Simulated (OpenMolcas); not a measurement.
Ti3+ (d1) in a complex was computed by SS-CASPT2, IPEA 0.25 Eh, imaginary shift 0.1 Eh with the d shell active (OpenMolcas, ANO-RCC-VDZP on the metal). Its lowest spin-free states, and all those of the highest spin:

```
2S+1  Degeneracy  E (cm-1)
   2           2         0
   2           1      2160
   2           1      3440
   2           1     16690
```

**Question.** Is the site octahedral, tetrahedral or cube-like, axial, or of lower symmetry?

**Answer.** The states with 2S+1 = 2 have orbital degeneracies 2, 1, 1, 1. There are pairs but no triples, so the site is axial: not cubic, but with a proper or improper axis of order three or more. The run had Ti3+ with 5 ligands (chloride) in square pyramidal coordination (C4v) at 2.37 Å, the axial distance 2.631 Å. A charge of +0.4 e stands 2.8 Å behind each ligand. Ligand basis ANO-RCC-VDZP.

Over all roots computed the reference weight is 0.71; a low but even weight reflects the number of correlated electrons. An orbital doublet at a regular site is open to a Jahn-Teller distortion, which this geometry leaves out. The least metal-like active orbital is 84 % on the metal (Löwdin) and no ligand orbital is active, so the numbers are rough. Ligand-to-metal charge-transfer states are missing. No measured value stands beside these numbers; the geometry is a model, was not optimised and need not be the one that this ion takes.
